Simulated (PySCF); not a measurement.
ClZn, charge +2, doublet, at a GFN2-xTB geometry of the parent state (such geometries of metal compounds can be far from the true shape) (a state made from the parent by changing its charge; the spin is typed, not shown lowest); PySCF with HF/def2-SV(P).

The PySCF input:
```python
from pyscf import gto, scf

mol = gto.M(
    atom='''
Zn   -0.00000000   -0.00000000   -0.79897282
Cl    0.00000000    0.00000000    1.40995204
''',
    basis='def2-sv(p)',
    charge=2,
    spin=1,
    verbose=4,
)

mf = scf.UHF(mol)
mf.kernel()
mf.analyze()
```

The log (banner, timings and long lists left out):

```
PySCF version 2.14.0

[INPUT] verbose = 4
[INPUT] num. atoms = 2
[INPUT] num. electrons = 45
[INPUT] charge = 2
[INPUT] spin (= nelec alpha-beta = 2S) = 1
[INPUT] symmetry False subgroup None
[INPUT] Mole.unit = angstrom
[INPUT] Symbol           X                Y                Z      unit          X                Y                Z       unit  Magmom
[...]
nuclear repulsion = 122.177255757446
number of shells = 18
number of NR pGTOs = 102
number of NR cGTOs = 42
basis = def2-sv(p)
ecp = {}

******** <class 'pyscf.scf.uhf.UHF'> ********
method = UHF
initial guess = minao
damping factor = 0
level_shift factor = 0
DIIS = <class 'pyscf.scf.diis.CDIIS'>
diis_start_cycle = 1
diis_space = 8
diis_damp = 0
SCF conv_tol = 1e-09
SCF conv_tol_grad = None
SCF max_cycles = 50
direct_scf = True
direct_scf_tol = 1e-13
number electrons alpha = 23  beta = 22
Set gradient conv threshold to 3.16228e-05
init E= -2236.50367649944

cycle= 1 E= -2236.0158179273  delta_E= 0.488  |g|= 0.277  |ddm|= 1.47
cycle= 2 E= -2236.07028195346  delta_E= -0.0545  |g|= 0.0939  |ddm|= 0.401
cycle= 3 E= -2236.07399065594  delta_E= -0.00371  |g|= 0.0297  |ddm|= 0.0825
cycle= 4 E= -2236.07452446193  delta_E= -0.000534  |g|= 0.0113  |ddm|= 0.0296
cycle= 5 E= -2236.07461093284  delta_E= -8.65e-05  |g|= 0.00229  |ddm|= 0.0142
cycle= 6 E= -2236.07461892092  delta_E= -7.99e-06  |g|= 0.00072  |ddm|= 0.00572
cycle= 7 E= -2236.07461996491  delta_E= -1.04e-06  |g|= 0.000299  |ddm|= 0.00218
cycle= 8 E= -2236.0746202162  delta_E= -2.51e-07  |g|= 0.000131  |ddm|= 0.0012
cycle= 9 E= -2236.07462027752  delta_E= -6.13e-08  |g|= 3.84e-05  |ddm|= 0.000756
cycle= 10 E= -2236.07462028229  delta_E= -4.77e-09  |g|= 6.09e-06  |ddm|= 0.000247
cycle= 11 E= -2236.07462028235  delta_E= -5.68e-11  |g|= 1.2e-06  |ddm|= 2.33e-05
Extra cycle  E= -2236.07462028235  delta_E= -1.82e-12  |g|= 4.87e-07  |ddm|= 1.71e-06
converged SCF energy = -2236.07462028235  <S^2> = 0.75720024  2S+1 = 2.0071873
**** SCF Summaries ****
Total Energy =                       -2236.074620282349315
Nuclear Repulsion Energy =             122.177255757445735
One-electron Energy =                -3334.329482582662877
Two-electron Energy =                  976.077606542867443
Two-electron Coulomb Energy =         1072.903937214849748
DFT Exchange-Correlation Energy =      -96.826330671982305
**** MO energy ****
                             alpha | beta                alpha | beta
[...]
To work with the spin densities directly, `use mulliken_meta_spin()` only printing them here.

 ** Mulliken spin pop alpha/beta on meta-lowdin orthogonal AOs **
 ** Mulliken Spin Density (per AO)  **
spin_pop of  0 Zn 1s       -0.00000
spin_pop of  0 Zn 2s       -0.00000
spin_pop of  0 Zn 3s       -0.00000
spin_pop of  0 Zn 4s       -0.02139
spin_pop of  0 Zn 5s       -0.00088
spin_pop of  0 Zn 2px      -0.00000
spin_pop of  0 Zn 2py       0.00000
spin_pop of  0 Zn 2pz       0.00000
spin_pop of  0 Zn 3px       0.00000
spin_pop of  0 Zn 3py       0.00000
spin_pop of  0 Zn 3pz       0.00000
spin_pop of  0 Zn 4px      -0.00077
spin_pop of  0 Zn 4py       0.00136
spin_pop of  0 Zn 4pz      -0.00267
spin_pop of  0 Zn 3dxy     -0.00001
spin_pop of  0 Zn 3dyz      0.00094
spin_pop of  0 Zn 3dz^2     0.00031
spin_pop of  0 Zn 3dxz      0.00013
spin_pop of  0 Zn 3dx2-y2   -0.00001
spin_pop of  0 Zn 4dxy      0.00001
spin_pop of  0 Zn 4dyz      0.00007
spin_pop of  0 Zn 4dz^2    -0.00007
spin_pop of  0 Zn 4dxz     -0.00001
spin_pop of  0 Zn 4dx2-y2    0.00001
spin_pop of  1 Cl 1s       -0.00000
spin_pop of  1 Cl 2s       -0.00000
spin_pop of  1 Cl 3s        0.00559
spin_pop of  1 Cl 4s        0.00018
spin_pop of  1 Cl 2px       0.00000
spin_pop of  1 Cl 2py       0.00002
spin_pop of  1 Cl 2pz       0.00000
spin_pop of  1 Cl 3px       0.12864
spin_pop of  1 Cl 3py       0.86538
spin_pop of  1 Cl 3pz       0.01933
spin_pop of  1 Cl 4px       0.00059
spin_pop of  1 Cl 4py       0.00193
spin_pop of  1 Cl 4pz       0.00011
spin_pop of  1 Cl 3dxy     -0.00008
spin_pop of  1 Cl 3dyz      0.00131
spin_pop of  1 Cl 3dz^2    -0.00033
spin_pop of  1 Cl 3dxz      0.00039
spin_pop of  1 Cl 3dx2-y2   -0.00010
 ** Mulliken Spin Density (per atom)  **
spin density of  0 Zn =     -0.02297
spin density of  1 Cl =      1.02297
 ** Mulliken pop alpha/beta on meta-lowdin orthogonal AOs **
 ** Mulliken pop       alpha | beta **
In total            23.00000 | 22.00000
 ** Mulliken atomic charges   ( Nelec_alpha | Nelec_beta ) **
charge of  0Zn =      1.71145  (    14.13279     14.15576 )
charge of  1Cl =      0.28855  (     8.86721      7.84424 )

WARN: System has nonzero charge 2; the dipole moment is origin-dependent.
Location of origin: [0. 0. 0.]

Dipole moment(X, Y, Z, Debye):  0.00000, -0.00000, -4.04740
```
